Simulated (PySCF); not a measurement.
Compound: C7H10OS.
SMILES with atom numbers: `[CH2:1]=[CH:2][C@@H:3]1[CH:4]=[CH:5][S@@:6](=[O:7])[CH2:8][CH2:9]1` (hydrogens: H10, H11 on C1; H12 on C2; H13 on C3; H14 on C4; H15 on C5; H16, H17 on C8; H18, H19 on C9)

The closed-shell ground state was solved at several levels (PySCF, density fitting, gas phase, non-relativistic). Geometry: PBE0-D3(BJ)/def2-SVP, one conformer, isolated molecule.

| level | basis functions | HOMO (eV) | LUMO (eV) | gap (eV) | dipole (D) |
| --- | --- | --- | --- | --- | --- |
| CAM-B3LYP/def2-SVPD | 270 | -7.99 | 0.12 | 8.11 | 5.09 |
| B97-2/pcSseg-1 | 210 | -6.23 | -0.92 | 5.31 | 4.72 |

Estimate the row for PBE0/pcSseg-1, a basis of 210 functions; the other rows only guide the guess.

HOMO -6.49 eV, LUMO -0.88 eV, gap 5.61 eV, dipole 4.74 D.

Over all these levels, which gives the widest orbital gap and which the narrowest?

CAM-B3LYP/def2-SVPD (range-separated hybrid) has the widest, 8.11 eV, and B97-2/pcSseg-1 (global hybrid, 21 % exact exchange) the narrowest, 5.31 eV. Functional and basis both differ between the two, so the spread mixes both effects.

How far do the dipole and the HOMO energy spread over the levels?

The dipole runs from 4.72 to 5.09 D (mean 4.85 D) and the HOMO from -7.99 to -6.23 eV.
